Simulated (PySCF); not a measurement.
Isomers of C5H12OSSi2, mass 176.015 u with the commonest isotopes. The calculation used PBE0/pcSseg-1 in PySCF (dipole) on a GFN2-xTB geometry, gas phase. One conformer each, none proved a minimum here; rigid rotors.

**Question.** Order these by rotational constant B, largest first.
A. `[SiH3:1][O:2][C@@H:3]1[CH2:4][C@@:5]12[CH2:6][C@H:7]2[S:8][SiH3:9]` with Si1–O2–C3–C4 -178°, C6–C7–S8–Si9 164°
B. `[CH3:1][C:2](=[O:3])[C@@H:4]1[CH2:5][C@:6]1([SiH3:7])[S:8][SiH3:9]` with C1–C2–C4–C5 -163°, C5–C6–S8–Si9 18°
C. `[CH3:1][CH:2]([CH3:3])[O:4][Si@@H:5]([SH:6])[C:7]#[C:8][SiH3:9]` with C1–C2–O4–Si5 86°, C2–O4–Si5–S6 -176°, O4–Si5–S6–H 9°

**Answer.** B (964.5 MHz), A (889.0 MHz), C (534.1 MHz).

**Question.** Order these by rotational constant A, smallest first.
A. `[CH3:1][C:2](=[O:3])[C@@H:4]1[CH2:5][C@:6]1([SiH3:7])[S:8][SiH3:9]` with C1–C2–C4–C5 -163°, C5–C6–S8–Si9 18°
B. `[SiH3:1][O:2][C@@H:3]1[CH2:4][C@@:5]12[CH2:6][C@H:7]2[S:8][SiH3:9]` with Si1–O2–C3–C4 -178°, C6–C7–S8–Si9 164°
C. `[CH3:1][CH:2]([CH3:3])[O:4][Si@@H:5]([SH:6])[C:7]#[C:8][SiH3:9]` with C1–C2–O4–Si5 86°, C2–O4–Si5–S6 -176°, O4–Si5–S6–H 9°

**Answer.** A (1014 MHz), C (1037 MHz), B (1061 MHz).

**Question.** Order these by out-of-plane moment Σ m c² = (Ia + Ib − Ic)/2, largest first.
A. `[CH3:1][CH:2]([CH3:3])[O:4][Si@@H:5]([SH:6])[C:7]#[C:8][SiH3:9]` with C1–C2–O4–Si5 86°, C2–O4–Si5–S6 -176°, O4–Si5–S6–H 9°
B. `[CH3:1][C:2](=[O:3])[C@@H:4]1[CH2:5][C@:6]1([SiH3:7])[S:8][SiH3:9]` with C1–C2–C4–C5 -163°, C5–C6–S8–Si9 18°
C. `[SiH3:1][O:2][C@@H:3]1[CH2:4][C@@:5]12[CH2:6][C@H:7]2[S:8][SiH3:9]` with Si1–O2–C3–C4 -178°, C6–C7–S8–Si9 164°

**Answer.** C (101.50 u·Å²), B (89.20 u·Å²), A (41.48 u·Å²).

```
                              SMILES  point group  Ia (u·Å²)  Ib (u·Å²)  Ic (u·Å²)      κ  μa (D)  μb (D)  μc (D)
           CC(C)O[Si@@H](S)C#C[SiH3]           C1     487.55     946.27    1350.86  -0.52    0.34    2.96    0.15
[SiH3]O[C@@H]1C[C@@]12C[C@H]2S[SiH3]           C1     476.21     568.49     841.71   0.25    0.72    0.94    0.64
  CC(=O)[C@@H]1C[C@]1([SiH3])S[SiH3]           C1     498.64     523.96     844.20   0.76    0.87    2.11    1.41
```
